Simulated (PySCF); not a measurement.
Ligand exchange on a metal centre used in film growth or etching (Cd F-Br). Isolated molecules, 0 K electronic values unless said otherwise.

The LUMO from two functionals at the same geometries (BP86-D3(BJ)/def2-SVP), both in PySCF: PBE-D3(BJ)/def2-TZVP and TPSSh-D3(BJ)/def2-TZVP. 

```tsv
species	PBE-D3(BJ)/def2-TZVP (eV)	TPSSh-D3(BJ)/def2-TZVP (eV)
0 of 2 F replaced by Br ([Cd(F)2])	-3.42	-2.83
1 of 2 F replaced by Br	-3.32	-2.79
2 of 2 F replaced by Br ([Cd(Br)2])	-3.24	-2.76
```

Over these rows, drawn at random from the members with no instability flagged (it was tested for open shells, ions and some series alone), PBE minus TPSSh-D3(BJ): mean -0.53 eV, from -0.58 eV to -0.48 eV.
